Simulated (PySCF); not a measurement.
Species: Ge(NH2)2Cl2.
Bonds: Ge1–N2, Ge1–N5, Ge1–Cl8, Ge1–Cl9. Hydrogens: H3, H4 on N2; H6, H7 on N5.

Theory: TDDFT wB97X-D/def2-SVPD, vertical, gas phase, core orbitals frozen in the response (PySCF). Geometry: PBE0-D3(BJ)/def2-SVP, one conformer, isolated molecule. The geometry optimisation had not met its thresholds, so the values belong to a structure short of the stationary point. Relativistic effects, spin–orbit coupling among them, are left out although an element past zinc is present.

Q: List the vertical singlet excitations with oscillator strengths and describe the spectrum.

A: 

| state | E (eV) | E (kJ/mol) | λ (nm) | f | \|μ\| (D) | main configurations (H = HOMO, L = LUMO) |
| --- | --- | --- | --- | --- | --- | --- |
| S1 | 6.67 | 643 | 185.9 | 0.031 | 1.11 | H→L (46%), H-1→L (42%) |
| S2 | 6.77 | 653 | 183.2 | 0.089 | 1.87 | H-1→L (46%), H→L (43%) |
| S3 | 7.26 | 700 | 170.9 | 0.094 | 1.84 | H-2→L (79%) |
| S4 | 7.41 | 715 | 167.3 | 0.012 | 0.65 | H-3→L (72%), H-3→L+1 (8%) |
| S5 | 7.59 | 732 | 163.4 | 0.060 | 1.45 | H→L+1 (38%), H-4→L (24%), H-1→L+1 (14%) |
| S6 | 7.68 | 741 | 161.5 | 0.023 | 0.89 | H-5→L (30%), H-1→L+1 (23%), H→L+1 (15%) |
| S7 | 7.70 | 743 | 161.0 | 0.029 | 1.00 | H-5→L (44%), H→L+1 (16%), H-4→L (10%) |
| S8 | 7.84 | 757 | 158.1 | 0.025 | 0.92 | H-4→L (42%), H-1→L+1 (29%) |
| S9 | 8.50 | 820 | 145.9 | 0.064 | 1.41 | H→L+3 (64%), H→L+5 (16%), H→L+9 (9%) |
| S10 | 8.70 | 839 | 142.5 | 0.084 | 1.59 | H-1→L+3 (63%), H-1→L+5 (10%), H-1→L+9 (8%) |
| S11 | 8.78 | 847 | 141.3 | 0.010 | 0.56 | H-2→L+1 (27%), H→L+2 (26%), H-1→L+2 (11%) |
| S12 | 8.86 | 855 | 139.9 | 0.024 | 0.85 | H-1→L+2 (37%), H→L+2 (25%), H→L+1 (10%) |
| S13 | 8.91 | 860 | 139.1 | 0.0026 | 0.28 | H-2→L+1 (46%), H-1→L+2 (14%), H→L+2 (10%) |
| S14 | 9.08 | 876 | 136.6 | 0.0020 | 0.24 | H-3→L+1 (62%) |
| S15 | 9.13 | 881 | 135.8 | 0.0039 | 0.34 | H→L+5 (21%), H→L+4 (14%), H→L+8 (11%) |

Triplets (Tamm–Dancoff): T1 6.18 eV, H→L (82%); T2 6.23 eV, H-1→L (83%); T3 6.66 eV, H-2→L (78%), H-2→L+1 (14%); T4 6.97 eV, H-3→L (74%), H-3→L+1 (12%).

The lowest singlet comes at 186 nm (643 kJ/mol) in the vacuum ultraviolet; it is of moderate strength; its leading configuration is HOMO→LUMO (46%). The strongest level in the table is S3 at 7.26 eV (171 nm, f = 0.094). Löwdin shares by element: HOMO nitrogen 63% or more, chlorine 14% or more, germanium 6%, hydrogen 6% or more; LUMO chlorine 42%, germanium 32%, nitrogen 8% or more (atoms not listed hold the other 18%). The oscillator strengths of these states sum to 0.556; summed over the whole spectrum of an exact calculation they would give the number of electrons, 84 (Thomas–Reiche–Kuhn). Of the 15 states listed, 12 reach f = 0.01 and none stays under 0.0005. Weighted by f, the mean energy of these states is 7.74 eV. No computed singlet lies in the visible range (380 to 750 nm); the lowest, at 186 nm, stands 3.41 eV above its violet end (3.26 eV). All these states lie below the vertical ionisation energy of 10.47 eV (ΔSCF). Singlets were solved by full linear response, triplets in the Tamm–Dancoff approximation.

On one thread of an Arm Neoverse N1, on a shared host, this took 3.3 min of wall time (grids of density and orbitals included) and 0.81 GiB of memory at its peak.
